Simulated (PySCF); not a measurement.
C$_{2}$H$_{10}$BGeNO, singlet, at a GFN2-xTB geometry; DF-B3LYP/6-31G** in PySCF.

The PySCF input:
```python
from pyscf import gto, scf, dft

mol = gto.M(
    atom='''
B    -0.57318088    0.35694846    0.15815927
Ge    1.13556951    0.46005619   -0.94337425
H     1.35556482   -0.58242619   -2.00380624
H     1.27582938    1.73668009   -1.73552142
H     2.44794796    0.41045677   -0.21201006
N    -0.87495871   -0.75471954    0.94277855
C    -2.08359751   -0.84935038    1.73389798
C    -0.04329334   -1.92646264    1.06481802
H    -2.68118574   -1.70954606    1.41712755
H    -1.83816278   -0.96936665    2.79348935
H    -2.66397174    0.05859579    1.60108140
H     0.25468788   -2.07796412    2.10753399
H    -0.58603145   -2.81780611    0.73316445
H     0.85395106   -1.81771034    0.45753093
O    -1.47194203    1.38408280    0.15515761
H    -1.22935691    2.12779879   -0.39441701
''',
    basis='6-31g**',
    verbose=4,
    max_memory=1800,
)

mf = dft.RKS(mol)
mf.xc = 'b3lyp'
mf = mf.density_fit(auxbasis='def2-universal-jkfit')
mf.kernel()
```

It wrote (shortened):

```
PySCF version 2.14.0

[INPUT] verbose = 4
[INPUT] num. atoms = 16
[INPUT] num. electrons = 74
[INPUT] charge = 0
[INPUT] spin (= nelec alpha-beta = 2S) = 0
[INPUT] symmetry False subgroup None
[INPUT] Mole.unit = angstrom
[INPUT] Symbol           X                Y                Z      unit          X                Y                Z       unit  Magmom
[INPUT]  1 B     -0.573180880000   0.356948460000   0.158159270000 AA   -1.083154883037   0.674534829985   0.298877704361 Bohr   0.0
[INPUT]  2 Ge     1.135569510000   0.460056190000  -0.943374250000 AA    2.145915369307   0.869380201011  -1.782718965467 Bohr   0.0
[INPUT]  3 H      1.355564820000  -0.582426190000  -2.003806240000 AA    2.561646253895  -1.100625986874  -3.786645000294 Bohr   0.0
[INPUT]  4 H      1.275829380000   1.736680090000  -1.735521420000 AA    2.410968109874   3.281849736085  -3.279660167116 Bohr   0.0
[INPUT]  5 H      2.447947960000   0.410456770000  -0.212010060000 AA    4.625951211588   0.775650881274  -0.400640949053 Bohr   0.0
[INPUT]  6 N     -0.874958710000  -0.754719540000   0.942778550000 AA   -1.653432332203  -1.426213231458   1.781593255615 Bohr   0.0
[INPUT]  7 C     -2.083597510000  -0.849350380000   1.733897980000 AA   -3.937428647726  -1.605039601995   3.276592310137 Bohr   0.0
[INPUT]  8 C     -0.043293340000  -1.926462640000   1.064818020000 AA   -0.081812555618  -3.640486778807   2.012214430302 Bohr   0.0
[INPUT]  9 H     -2.681185740000  -1.709546060000   1.417127550000 AA   -5.066706737689  -3.230573850729   2.677982953076 Bohr   0.0
[INPUT] 10 H     -1.838162780000  -0.969366650000   2.793489350000 AA   -3.473624226569  -1.831837482787   5.278929803389 Bohr   0.0
[INPUT] 11 H     -2.663971740000   0.058595790000   1.601081400000 AA   -5.034176992181   0.110729995153   3.025605349135 Bohr   0.0
[INPUT] 12 H      0.254687880000  -2.077964120000   2.107533990000 AA    0.481290340446  -3.926783083473   3.982662039312 Bohr   0.0
[INPUT] 13 H     -0.586031450000  -2.817806110000   0.733164450000 AA   -1.107438940882  -5.324881820026   1.385480014767 Bohr   0.0
[INPUT] 14 H      0.853951060000  -1.817710340000   0.457530930000 AA    1.613733627182  -3.434974716390   0.864608151218 Bohr   0.0
[INPUT] 15 O     -1.471942030000   1.384082800000   0.155157610000 AA   -2.781567307936   2.615537425721   0.293205389042 Bohr   0.0
[INPUT] 16 H     -1.229356910000   2.127798790000  -0.394417010000 AA   -2.323147869242   4.020956961281  -0.745340127770 Bohr   0.0

nuclear repulsion = 429.385106541532
number of shells = 72
number of NR pGTOs = 300
number of NR cGTOs = 152
basis = 6-31g**
ecp = {}

******** <class 'pyscf.df.df_jk.DFRKS'> ********
method = DFRKS
initial guess = minao
damping factor = 0
level_shift factor = 0
DIIS = <class 'pyscf.scf.diis.CDIIS'>
diis_start_cycle = 1
diis_space = 8
diis_damp = 0
SCF conv_tol = 1e-09
SCF conv_tol_grad = None
SCF max_cycles = 50
direct_scf = False
XC library pyscf.dft.libxc version 7.1.2
    S. Lehtola, C. Steigemann, M. J. T. Oliveira, and M. A. L. Marques,  SoftwareX 7, 1–5 (2018)
XC functionals = b3lyp
    P. J. Stephens, F. J. Devlin, C. F. Chabalowski, and M. J. Frisch,  J. Phys. Chem. 98, 11623 (1994)
radial grids:
    Treutler-Ahlrichs [JCP 102, 346 (1995); DOI:10.1063/1.469408] (M4) radial grids

becke partition: Becke, JCP 88, 2547 (1988); DOI:10.1063/1.454033
pruning grids: <function nwchem_prune>
grids dens level: 3
symmetrized grids: False
atomic radii adjust function: <function treutler_atomic_radii_adjust>
small_rho_cutoff = 0
Set gradient conv threshold to 3.16228e-05
Initial guess from minao.
tot grids = 188992
******** <class 'pyscf.df.df.DF'> ********
auxbasis = def2-universal-jkfit
init E= -2313.79207235836
  HOMO = -0.291494065338119  LUMO = -0.0585011484180926  gap/eV = 6.34006
cycle= 1 E= -2313.78547480162  delta_E= 0.0066  |g|= 0.814  |ddm|= 3.55
  HOMO = -0.136515574605906  LUMO = 0.0456746379247419  gap/eV = 4.95765
cycle= 2 E= -2313.61631249888  delta_E= 0.169  |g|= 1.24  |ddm|= 1.47
  HOMO = -0.230364562678928  LUMO = 0.0214087281917008  gap/eV = 6.85110
cycle= 3 E= -2313.89710240328  delta_E= -0.281  |g|= 0.149  |ddm|=    1
  HOMO = -0.24408470204827  LUMO = 0.0144623642982475  gap/eV = 7.03542
cycle= 4 E= -2313.9010500279  delta_E= -0.00395  |g|= 0.0519  |ddm|= 0.145
  HOMO = -0.236568228445167  LUMO = 0.0154606407947808  gap/eV = 6.85805
cycle= 5 E= -2313.90150750982  delta_E= -0.000457  |g|= 0.0213  |ddm|= 0.0578
  HOMO = -0.238543307147552  LUMO = 0.015790521145878  gap/eV = 6.92078
cycle= 6 E= -2313.90160318274  delta_E= -9.57e-05  |g|= 0.00417  |ddm|= 0.0175
  HOMO = -0.238430456584697  LUMO = 0.0158534420961045  gap/eV = 6.91942
cycle= 7 E= -2313.90160684615  delta_E= -3.66e-06  |g|= 0.000559  |ddm|= 0.00411
  HOMO = -0.238474344353194  LUMO = 0.0158116880633985  gap/eV = 6.91948
cycle= 8 E= -2313.9016069016  delta_E= -5.55e-08  |g|= 0.000192  |ddm|= 0.000689
  HOMO = -0.238447462356  LUMO = 0.0158331628100079  gap/eV = 6.91933
cycle= 9 E= -2313.90160691098  delta_E= -9.38e-09  |g|= 3.49e-05  |ddm|= 0.00024
  HOMO = -0.23845170485081  LUMO = 0.0158289057750802  gap/eV = 6.91933
cycle= 10 E= -2313.90160691131  delta_E= -3.25e-10  |g|= 8.83e-06  |ddm|= 4.65e-05
  HOMO = -0.238451074570054  LUMO = 0.0158299487809579  gap/eV = 6.91934
Extra cycle  E= -2313.90160691131  delta_E= -3.18e-12  |g|= 1.09e-05  |ddm|= 2.09e-05
converged SCF energy = -2313.90160691131
```
